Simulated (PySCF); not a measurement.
Isomers of C2H11NOSi2, from PySCF, PBE0-D3(BJ)/def2-SVP geometry optimisation, gas phase. One conformer each, no zero-point energy, no frequencies.

Question: Which isomer lies lower at this level?
A. `[CH3:1][O:2][CH2:3][SiH2:4][SiH2:5][NH2:6]` with C1–O2–C3–Si4 180°, O2–C3–Si4–Si5 43°, C3–Si4–Si5–N6 170°, Si4–Si5–N6–H 52° and -172°: A = 4403, B = 1014, C = 862.3 MHz, dipole 0.34 D
B. `[CH3:1][N:2]([CH3:3])[SiH2:4][O:5][SiH3:6]` with C1–N2–Si4–O5 79°, N2–Si4–O5–Si6 53°: A = 3598, B = 1235, C = 1140 MHz, dipole 1.45 D

Answer: B. That is `CN(C)[SiH2]O[SiH3]`, 54.0 kcal/mol below the other.

```csv
SMILES,mapped SMILES,E (Eh),relative (kcal/mol),relative (kJ/mol),dipole (D)
CN(C)[SiH2]O[SiH3],[CH3:1][N:2]([CH3:3])[SiH2:4][O:5][SiH3:6],-791.05565,0.0,0.0,1.45
COC[SiH2][SiH2]N,[CH3:1][O:2][CH2:3][SiH2:4][SiH2:5][NH2:6],-790.96956,54.0,226.0,0.34
```

As drawn, the lower has an Si–O bond, which the higher lacks; the higher has an N–H bond, an Si–Si bond and an Si–C bond, which the lower lacks.
